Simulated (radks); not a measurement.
All-electron atom: the tungsten ion W3+ in [Xe] 4f14 5d2 6s1 (not the ground configuration). All-electron calculation, Dirac Kohn-Sham, PBEsol, spin-unpolarised, spherical densities, finite nucleus; open shells are shared between the two j in proportion to 2j + 1; Fermi nuclear charge, rms radius 5.3658 fm. Program: a radial shooting solver on a logarithmic mesh with Libxc functionals.

X-ray form factor f0, the Fourier transform of the density (f0(0) = 71):

sin(theta)/lambda (1/angstrom),f0 (electrons)
0.05,70.296
0.1,68.348
0.15,65.549
0.2,62.308
0.25,58.922
0.3,55.564
0.4,49.250
0.5,43.690
0.6,38.915
0.8,31.286
1,25.590
1.25,20.638
1.5,17.508
2,13.863
